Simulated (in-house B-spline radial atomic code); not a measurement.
Orbital energies and mean radii along the 9-electron series, configuration [He] 2s2 2p5. The effective charge is n√(-2ε), a non-relativistic measure. Computed with a radial B-spline atomic code at the basis-set limit: Dirac-Hartree-Fock, average of the configuration, finite nuclei.

| ion | Z | energy of 2p1/2 (Eh) | mean radius of 2p1/2 (bohr) | energy of 2p3/2 (Eh) | mean radius of 2p3/2 (bohr) | energy of 2s1/2 (Eh) | mean radius of 2s1/2 (bohr) | effective charge of 2p1/2 |
| --- | --- | --- | --- | --- | --- | --- | --- | --- |
| F | 9 | -0.73133 | 1.0832 | -0.72866 | 1.0854 | -1.576 | 0.99968 | 2.4188 |
| Ne+ | 10 | -1.6092 | 0.87444 | -1.6045 | 0.87628 | -2.625 | 0.85883 | 3.588 |
| Mg3+ | 12 | ? | ? | ? | ? | ? | ? | ? |
| Al4+ | 13 | -5.7995 | 0.56351 | -5.781 | 0.56524 | -7.3461 | 0.60013 | 6.8115 |
| Si5+ | 14 | ? | ? | ? | ? | ? | ? | ? |
| P6+ | 15 | -9.8703 | 0.45714 | -9.8324 | 0.45896 | -11.776 | 0.4992 | 8.8861 |
| S7+ | 16 | -12.288 | 0.41783 | -12.236 | 0.41972 | -14.374 | 0.4604 | 9.9147 |
| Cl8+ | 17 | -14.96 | 0.38477 | -14.89 | 0.38673 | -17.228 | 0.42714 | 10.94 |
| Ar9+ | 18 | -17.887 | 0.35657 | -17.796 | 0.3586 | -20.338 | 0.39833 | 11.962 |
| K10+ | 19 | -21.071 | 0.3322 | -20.953 | 0.3343 | -23.704 | 0.37311 | 12.983 |
| Ca11+ | 20 | -24.511 | 0.31093 | -24.361 | 0.31311 | -27.327 | 0.35085 | 14.003 |
| Sc12+ | 21 | -28.208 | 0.2922 | -28.02 | 0.29446 | -31.209 | 0.33107 | 15.022 |
| Ti13+ | 22 | -32.163 | 0.27556 | -31.93 | 0.27791 | -35.349 | 0.31336 | 16.041 |
| V14+ | 23 | ? | ? | ? | ? | ? | ? | ? |
| Cr15+ | 24 | -40.85 | 0.24732 | -40.503 | 0.24984 | -44.409 | 0.28298 | 18.078 |
| Mn16+ | 25 | -45.584 | 0.23523 | -45.167 | 0.23783 | -49.332 | 0.26985 | 19.096 |

(1) Fill in the row of Mg3+.

(2) Fill in the row of Si5+.

(3) Fill in the row of V14+.

(4) How does the screening of 2p1/2 change?

Answers

(1) energy of 2p1/2 (Eh): -4.1464; mean radius of 2p1/2 (bohr): 0.6383; energy of 2p3/2 (Eh): -4.1341; mean radius of 2p3/2 (bohr): 0.64001; energy of 2s1/2 (Eh): -5.5146; mean radius of 2s1/2 (bohr): 0.66741; effective charge of 2p1/2: 5.7595.

(2) energy of 2p1/2 (Eh): -7.7076; mean radius of 2p1/2 (bohr): 0.5047; energy of 2p3/2 (Eh): -7.6807; mean radius of 2p3/2 (bohr): 0.50647; energy of 2s1/2 (Eh): -9.4334; mean radius of 2s1/2 (bohr): 0.54508; effective charge of 2p1/2: 7.8524.

(3) energy of 2p1/2 (Eh): -36.376; mean radius of 2p1/2 (bohr): 0.2607; energy of 2p3/2 (Eh): -36.091; mean radius of 2p3/2 (bohr): 0.26313; energy of 2s1/2 (Eh): -39.749; mean radius of 2s1/2 (bohr): 0.29741; effective charge of 2p1/2: 17.059.

(4) Z less the effective charge goes from 6.58 at Z = 9 to 5.90 at Z = 25.
